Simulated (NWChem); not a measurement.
# ScClF2; SMILES [F][Sc]([Cl])[F]

Results from NWChem. All runs use the structure optimised with PBE0/def2-SVP. B3LYP is NWChem's, with the RPA form of VWN correlation. Vertical excitations in the gas phase; the lowest state need not have the same character in each row.

```json
[
 {"level": "PBE/def2-SVP, TDA", "lowest excitation, singlet (eV)": "3.98", "orbital gap (eV)": "3.97"},
 {"level": "B3LYP/def2-SVP, TDA", "lowest excitation, singlet (eV)": "…", "orbital gap (eV)": "…"},
 {"level": "Hartree-Fock/def2-SVP, CIS", "lowest excitation, singlet (eV)": "7.36", "orbital gap (eV)": "12.66"},
 {"level": "LDA (Slater exchange, VWN5)/def2-SVP, TDA", "lowest excitation, singlet (eV)": "3.93", "orbital gap (eV)": "3.91"}
]
```

What belongs in the gaps?


- B3LYP/def2-SVP, TDA, lowest excitation, singlet (eV): 4.46
- B3LYP/def2-SVP, TDA, orbital gap (eV): 5.59
